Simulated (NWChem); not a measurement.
System: CH3IOSe; SMILES [Se](I)OC

NWChem input:

```
start job
memory heap 200 mb stack 900 mb global 1100 mb
geometry units angstroms noautosym nocenter noautoz
  Se     0.749415     1.054388    -0.055307
  I     -0.036026    -1.365193    -0.019038
  O     -0.668414     1.926727     0.584736
  C     -1.752917     2.118652    -0.298616
  H     -2.260653     1.163539    -0.520857
  H     -2.459459     2.782232     0.221525
  H     -1.439773     2.586901    -1.246918
end
basis spherical
  * library def2-svpd
end
ecp
  I library def2-ecp
end
dft
  xc pbe0
  iterations 150
end
property
  response 1 0.0
end
task dft property
```

All runs use the structure optimised with PBE0/def2-SVP. Not confirmed as a minimum by frequencies. def2 effective core potentials on I; no spin-orbit coupling.

Static field.

Q: Predict the main results of this run. (PBE0/def2-SVPD with def2 effective core potentials on I.) Quantities: isotropic polarisability (bohr³); anisotropy (bohr³).

A: 
```
Quantity                          Result
--------------------------------  ------
isotropic polarisability (bohr³)    84.3
anisotropy (bohr³)                  41.8
```
